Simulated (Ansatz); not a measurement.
Calculated with Ansatz (gas phase, PBE0-D4/def2-TZVP geometries, no zero-point term in ΔE). CCSD(T)/CBS adds triple-zeta CCSD(T) − MP2 to the extrapolated MP2 energy (def2 sets, frozen cores). Double bonds are as drawn, so ΔE can hold a change between cis and trans. Functionals use def2-TZVPP. One conformer a species, not always the lowest.

Consider the formal exchange of groups at the Al–F bond: `C[S][Al]([F])[Cl]` + `F/C=C/C(F)=C\F` → `C[S][AlH][Cl]` + `F/C=C(/F)C=C(F)F`.

`C[S][Al]([F])[Cl]`:

Cartesian coordinates in Å:
```
C 1.364 -0.190 -0.402
S 0.218 -1.026 0.750
Al -1.555 0.156 0.507
F -1.544 1.427 -0.536
Cl -3.290 -0.267 1.564
H 0.894 0.654 -0.903
H 2.224 0.160 0.166
H 1.689 -0.915 -1.146
```

`F/C=C/C(F)=C\F`:

Z-matrix (Å, degrees):
```
C
C 1 1.327
F 1 1.330 2 121.2
H 1 1.083 2 125.7 3 -180.0
C 2 1.437 1 122.5 3 180.0
H 2 1.083 1 120.2 3 -0.0
F 5 1.343 2 116.3 1 0.0
C 5 1.330 2 126.7 1 -180.0
F 8 1.335 5 120.6 2 0.0
H 8 1.081 5 124.4 2 -180.0
```

`C[S][AlH][Cl]`:

Cartesian coordinates in Å:
```
C -1.189 -0.579 0.537
S 0.209 -1.179 -0.470
Al 1.369 0.634 -0.628
Cl 3.157 0.565 -1.710
H -1.091 0.478 0.784
H -2.111 -0.729 -0.024
H -1.228 -1.157 1.459
H 0.883 1.968 0.052
```

`F/C=C(/F)C=C(F)F`:

```xyz
10

F    -1.284   -2.026   -0.764
C    -0.680   -1.029   -1.415
C    -0.058   -0.061   -0.745
F     0.524    0.905   -1.466
C     0.038    0.030    0.687
C     0.652    0.987    1.371
F     0.702    1.009    2.681
F     1.280    2.019    0.879
H    -0.742   -1.082   -2.493
H    -0.433   -0.753    1.264
```

| level | ΔE (kJ/mol) |
| --- | --- |
| B97M-V | 228.0 |
| BHLYP-D4 | 247.3 |
| RPA@PBE/def2-TZVPP | 239.1 |
| MP2/def2-QZVPP | 260.6 |

Task: What does CCSD(T)/CBS give? (Best estimate.)

Result: Ansatz gave: +254.6 kJ/mol. The listed levels differ from it by -26.6, -7.3, -15.5, 6.0 kJ/mol.

Task: What do rigid-rotor, harmonic-oscillator terms from PBE0-D4/def2-TZVP frequencies (298.15 K, 1 bar) make of the CCSD(T)/CBS value? (An estimate is asked.)

Result: Ansatz gave: ΔZPE = -9.1 kJ/mol, ΔH = +244.9 kJ/mol, ΔS = -6 J/(mol·K), ΔG = +246.8 kJ/mol.

Largest T1 diagnostic among the species: 0.013.

From BLYP to BHLYP (50 % exact exchange), in def2-TZVPP and without D4, ΔE moves by +8.2 kJ/mol. At CCSD(T), def2-SVP lies −26.2 kJ/mol from the extrapolated value and def2-TZVPP −8.2 kJ/mol. Leaving LDA and LC-ωPBE aside and taking each functional with its dispersion term where it has one, the values, not all of them listed here, spread over 22.7 kJ/mol, from PBE-D4 to B2PLYP. LDA lies −13.4 kJ/mol from PBE without D4.
